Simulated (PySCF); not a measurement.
CH5Sb, SMILES [SbH2][CH3].

The structure is a stationary point at PBE0-D3(BJ)/def2-TZVP. The def2 effective core potentials stand for the cores of Sb; spin–orbit coupling is left out.

Method: PBE0-D3(BJ)/def2-TZVP in PySCF 2.14.0.

Frequencies are harmonic and unscaled.

Computed vibrational spectrum:
```json
[
 {"mode": "1", "ν (cm⁻¹)": "151", "IR (km/mol)": "0.2", "moving atoms (share of kinetic energy)": "H 100 %"},
 {"mode": "2", "ν (cm⁻¹)": "515", "IR (km/mol)": "25.6", "moving atoms (share of kinetic energy)": "C 60 %, H 28 %, Sb 12 %"},
 {"mode": "3", "ν (cm⁻¹)": "552", "IR (km/mol)": "1.4", "moving atoms (share of kinetic energy)": "H 100 %"},
 {"mode": "4", "ν (cm⁻¹)": "578", "IR (km/mol)": "5.9", "moving atoms (share of kinetic energy)": "H 87 %, C 12 %"},
 {"mode": "5", "ν (cm⁻¹)": "834", "IR (km/mol)": "18.5", "moving atoms (share of kinetic energy)": "H 96 %"},
 {"mode": "6", "ν (cm⁻¹)": "837", "IR (km/mol)": "55.9", "moving atoms (share of kinetic energy)": "H 87 %, C 11 %"},
 {"mode": "7", "ν (cm⁻¹)": "857", "IR (km/mol)": "18.0", "moving atoms (share of kinetic energy)": "H 84 %, C 15 %"},
 {"mode": "8", "ν (cm⁻¹)": "1234", "IR (km/mol)": "0.7", "moving atoms (share of kinetic energy)": "H 84 %, C 16 %"},
 {"mode": "9", "ν (cm⁻¹)": "1456", "IR (km/mol)": "4.3", "moving atoms (share of kinetic energy)": "H 95 %"},
 {"mode": "10", "ν (cm⁻¹)": "1458", "IR (km/mol)": "5.7", "moving atoms (share of kinetic energy)": "H 95 %"},
 {"mode": "11", "ν (cm⁻¹)": "1951", "IR (km/mol)": "163.9", "moving atoms (share of kinetic energy)": "H 99 %"},
 {"mode": "12", "ν (cm⁻¹)": "1956", "IR (km/mol)": "190.9", "moving atoms (share of kinetic energy)": "H 99 %"},
 {"mode": "13", "ν (cm⁻¹)": "3073", "IR (km/mol)": "11.3", "moving atoms (share of kinetic energy)": "H 98 %"},
 {"mode": "14", "ν (cm⁻¹)": "3166", "IR (km/mol)": "4.4", "moving atoms (share of kinetic energy)": "H 91 %, C 9 %"},
 {"mode": "15", "ν (cm⁻¹)": "3185", "IR (km/mol)": "2.5", "moving atoms (share of kinetic energy)": "H 90 %, C 10 %"}
]
```
